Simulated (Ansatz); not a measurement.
# Relative stability

The two ends of one reaction step of Si₄H₁₁F, singlet (PBE0-D4/def2-TZVP).

A:

```
16
angstrom
Si -0.2959 0.9892 -0.3766
Si 2.3204 -1.2388 1.8027
Si -1.0898 1.4891 -2.5186
Si -1.6077 -0.6918 0.5856
H -0.3465 2.2084 0.4784
H 1.1241 0.5467 -0.4683
F 3.4735 -0.6915 0.8382
H 2.9540 -2.0752 2.8494
H 1.6251 -0.0802 2.4105
H 1.3779 -2.0470 0.9928
H -2.5018 1.9502 -2.4354
H -0.2739 2.5552 -3.1587
H -1.0386 0.2697 -3.3692
H -1.4860 -1.9460 -0.2048
H -1.2011 -0.9716 1.9895
H -3.0337 -0.2664 0.5843
```

B:

```json
{"atom": "Si1", "x (Å)": "-0.4283", "y (Å)": "0.5346", "z (Å)": "0.5586"}
{"atom": "Si2", "x (Å)": "1.4089", "y (Å)": "-0.6051", "z (Å)": "1.4553"}
{"atom": "Si3", "x (Å)": "-0.1882", "y (Å)": "0.9156", "z (Å)": "-1.7328"}
{"atom": "Si4", "x (Å)": "-2.3807", "y (Å)": "-0.7135", "z (Å)": "0.8759"}
{"atom": "H5", "x (Å)": "-0.5812", "y (Å)": "1.8582", "z (Å)": "1.2312"}
{"atom": "H6", "x (Å)": "2.5007", "y (Å)": "0.5954", "z (Å)": "-1.8616"}
{"atom": "F7", "x (Å)": "3.0604", "y (Å)": "-0.0761", "z (Å)": "-1.5531"}
{"atom": "H8", "x (Å)": "2.6298", "y (Å)": "0.2375", "z (Å)": "1.4124"}
{"atom": "H9", "x (Å)": "1.1007", "y (Å)": "-0.9390", "z (Å)": "2.8731"}
{"atom": "H10", "x (Å)": "1.6277", "y (Å)": "-1.8653", "z (Å)": "0.7016"}
{"atom": "H11", "x (Å)": "-1.2795", "y (Å)": "1.7672", "z (Å)": "-2.2741"}
{"atom": "H12", "x (Å)": "1.0926", "y (Å)": "1.6402", "z (Å)": "-2.0268"}
{"atom": "H13", "x (Å)": "-0.1503", "y (Å)": "-0.3671", "z (Å)": "-2.4821"}
{"atom": "H14", "x (Å)": "-2.2244", "y (Å)": "-2.0401", "z (Å)": "0.2216"}
{"atom": "H15", "x (Å)": "-2.6355", "y (Å)": "-0.9206", "z (Å)": "2.3262"}
{"atom": "H16", "x (Å)": "-3.5528", "y (Å)": "-0.0219", "z (Å)": "0.2748"}
```

Program: Ansatz 0.2.0. Basis: def2-TZVPP. Cores are frozen in the correlated methods. B3LYP uses VWN-RPA correlation.

**Question.** Which structure is lower at CCSD(T), and by how much? (To be estimated.)

**Answer.** Computed: A, by 109.8 kJ/mol (electronic energy, against the other). By their contacts, A is a complex of Si₃H₈ ([SiH3][SiH2][SiH3]) + SiH₃F ([F][SiH3]) and B is a complex of Si₄H₁₀ ([SiH3][SiH]([SiH3])[SiH3]) + HF.

All methods give the same order:

```tsv
method	E(B) − E(A) (kJ/mol)
SPW92	81.5
PBE-D4	83.4
BLYP-D4	106.1
r2SCAN-D4	104.1
B97M-V	108.5
PBE0-D4	90.7
B3LYP-D4	110.9
r2SCAN0-D4	106.1
BHLYP-D4	120.9
CAM-B3LYP-D4	119.6
wB97X-V	111.5
wB97M-V	113.8
B2PLYP	117.3
PBE-QIDH	103.5
RPA on PBE	115.2
HF	147.9
MP2	112.1
CCSD	115.7
CCSD(T)	109.8
```

No T1 diagnostic of these runs exceeds 0.013.

Labels in which every atom is bracketed show which atoms are joined, not bond orders.

For scale, one of the runs: CCSD(T)/def2-TZVPP, 353 basis functions, launched by `ansatz run in.yaml --threads 4 --pin off --events-out ev --progress --plain --max-ram 63488MiB --backend cuda --devices 0, --max-vram 37GiB`. Time: 6 s of wall clock on 4 CPU threads of an AMD EPYC 7R13 and a share of one NVIDIA H100; the host was shared. Peak host memory: 0.84 GiB.
